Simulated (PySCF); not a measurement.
Te(SeH)2 (H2Se2Te), SMILES [SeH][Te][SeH]. Heavy atoms are numbered as in [Te:1]([SeH:2])[SeH:4]. Hydrogens are named by the atom that carries them.

The structure is a stationary point at B3LYP-D3(BJ)/def2-SVP. The structure was generated by enumeration, and PubChem lists no compound with its InChIKey, so it may never have been made. The def2 effective core potentials stand for the cores of Te; spin–orbit coupling is left out. Other conformers were not sampled.

The numbers are results of PBE/def2-TZVPD in PySCF, not measurements.

Mulliken values depend strongly on the basis, most of all with diffuse functions as here. ESP charges are fitted to the potential on shells at 1.4 to 2.0 van der Waals radii. Atomic charges (e), one atom of each kind:

| atom | ESP fit | Mulliken |
|---|---|---|
| Te1 | (withheld) | 0.15 |
| Se2 (SeH) | (withheld) | -0.25 |
| H on Se2 | (withheld) | 0.18 |

Question: Complete the blanks. (Estimate from the structure and the level; the computed values follow.)

Answer: 
- Te1, ESP fit: 0.05
- Se2 (SeH), ESP fit: -0.14
- H on Se2, ESP fit: 0.12
